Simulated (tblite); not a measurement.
Write Cartesian coordinates for `C[P@](=O)(O)c1ccncc1` as optimised with GFN2-xTB.

```
atom  x, y, z in Å
C1    -2.195   -0.539    1.148
P2    -1.293    0.850    0.376
O3    -1.246    2.099    1.143
O4    -2.068    1.036   -1.030
C5     0.338    0.190   -0.100
C6     1.470    0.671    0.538
C7     2.701    0.150    0.166
N8     2.841   -0.779   -0.763
C9     1.757   -1.231   -1.370
C10    0.477   -0.786   -1.076
H11   -3.185   -0.181    1.419
H12   -2.278   -1.377    0.464
H13   -1.665   -0.843    2.047
H14   -2.193    1.977   -1.173
H15    1.372    1.436    1.293
H16    3.617    0.490    0.630
H17    1.927   -1.987   -2.127
H18   -0.387   -1.170   -1.596
```

Orientation and origin are arbitrary. Atoms count from 1 in this order. N8 (pyridine-type nitrogen) is bent (angle 118.5°). P2 (phosphoryl phosphorus) is distorted tetrahedral (angles from 102.6° to 116.3°). All 4 C–C bonds measure 1.386 to 1.387 Å. The 6-membered ring C5–C6–C7–N8–C9–C10 has internal angles of 117.9° to 123.3° (sum 720°, against 720° for a flat polygon); it is planar, 0.00 Å rms from its mean plane, widest ring torsion 0°.

Bonds between heavy atoms (Å): C1–P2 1.827, P2=O3 1.467, P2–O4 1.617, P2–C5 1.823, C5–C6 1.386, C6–C7 1.387, C7–N8 1.321, N8–C9 1.322, C9–C10 1.387, C5–C10 1.387.

Structure optimised with GFN2-xTB, isolated species.

Point group: C1 (no symmetry element, even within 0.4 Å). Its GFN2-xTB frequencies are all real (lowest 32 cm⁻¹). The numbers are those of one conformer (C1–P2–O4–H 137°, C1–P2–C5–C6 -114°).

Hardware: an Arm Neoverse V1 with one thread, no GPU, shared host. Cost: 0.53 s. This is the geometry optimisation.

The numbers are calculated, not measured.
